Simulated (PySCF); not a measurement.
Computed shifts of a molecule FH8NSi3, B3LYP/pcSseg-1 (PySCF), GIAO, gas phase, equivalent atoms averaged, in ppm (number of nuclei): ²⁹Si: 8.3 (1), -40.1 (1), -105.9 (1). ¹⁹F: -241.2 (1). ¹⁵N: 14.4 (1). ¹H: 6.01 (2), 5.56 (1), 5.20 (1), 3.94 (2), 0.62 (1), 0.10 (1). References: ²⁹Si against TMS (σ = 338.7 ppm); ¹⁹F against CFCl3 (σ = 161.7 ppm); ¹⁵N against NH3 (σ = 265.5 ppm); ¹H against TMS (σ = 31.68 ppm), references at their B3LYP-D3(BJ)/def2-TZVP geometries, non-relativistic. Geometry: PBE-D3(BJ)/def2-SVP. One conformer was computed; it need not be the lowest.

### Question
Which structure fits?
(A) N[SiH2][SiH2][SiH2]F
(B) N[Si](F)([SiH3])[SiH3]
(C) N[Si@H](F)[SiH2][SiH3]
(D) N[Si@H]([SiH3])[SiH2]F

### Answer
A, N[SiH2][SiH2][SiH2]F
